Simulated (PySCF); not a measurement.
CH8GeSi, SMILES C[SiH2][GeH3]. Heavy atoms are numbered as in [SiH2:1]([CH3:2])[GeH3:3]. Hydrogens are named by the atom that carries them.

Geometry: B3LYP-D3(BJ)/def2-SVP. The structure was generated by enumeration, and PubChem lists no compound with its InChIKey, so it may never have been made.

Calculation: CAM-B3LYP/def2-TZVP run with PySCF.

ESP charges are fitted to the potential on shells at 1.4 to 2.0 van der Waals radii. Atomic charges (e), one atom of each kind:

```tsv
atom	Mulliken	ESP fit	IAO	Löwdin
Si1 (SiH2)	0.19	0.52	0.55	0.12
C2 (CH3)	-0.48	-0.62	-0.70	-0.48
Ge3 (GeH3)	0.00	-0.04	0.19	0.22
H on Si1	-0.04	-0.13	-0.13	-0.03
H on C2	0.14	0.16	0.16	0.13
H on Ge3	-0.01	-0.03	-0.08	-0.06
```
